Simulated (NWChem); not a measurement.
BeSiH$_{4}$O; SMILES [BeH][O][SiH3]

```xyz
7

Be     0.0000     0.0000    -2.1127
H      0.0000     0.0000    -3.4412
O      0.0000     0.0000    -0.7049
Si     0.0000     0.0000     0.9405
H     -1.2773    -0.5628     1.4547
H      0.1512     1.3875     1.4547
H      1.1260    -0.8247     1.4547
```
Atoms are numbered in this order, from 1.

Results from NWChem. Medium grid unless said otherwise, to which SCAN and Minnesota functionals are sensitive. The geometry was optimised at B3LYP/6-31G* (spherical d). Total energies of different functionals are on different scales.

```json
[
 {"level": "B3LYP/def2-SVP", "energy (Ha)": "-381.8164", "highest occupied level (eV)": "-8.74", "orbital gap (eV)": "8.83", "dipole (D)": "0.65"},
 {"level": "PBE/def2-SVP", "energy (Ha)": "-381.5007", "highest occupied level (eV)": "-7.57", "orbital gap (eV)": "7.06", "dipole (D)": "0.72"},
 {"level": "MN15-L/def2-SVP", "energy (Ha)": "-381.6174", "highest occupied level (eV)": "-8.12", "orbital gap (eV)": "7.90", "dipole (D)": "0.46"},
 {"level": "TPSSh/def2-SVP", "energy (Ha)": "-381.8124", "highest occupied level (eV)": "-8.32", "orbital gap (eV)": "8.34", "dipole (D)": "0.61"},
 {"level": "MN15/def2-SVP", "energy (Ha)": "-381.5508", "highest occupied level (eV)": "-9.69", "orbital gap (eV)": "10.57", "dipole (D)": "0.61"},
 {"level": "B97-D/def2-SVP", "energy (Ha)": "-381.7319", "highest occupied level (eV)": "-7.58", "orbital gap (eV)": "7.24", "dipole (D)": "0.67"},
 {"level": "OLYP/def2-SVP", "energy (Ha)": "-381.7397", "highest occupied level (eV)": "-7.43", "orbital gap (eV)": "7.00", "dipole (D)": "0.64"},
 {"level": "B3PW91/def2-SVP", "energy (Ha)": "-381.7153", "highest occupied level (eV)": "-8.75", "orbital gap (eV)": "9.01", "dipole (D)": "0.60"}
]
```
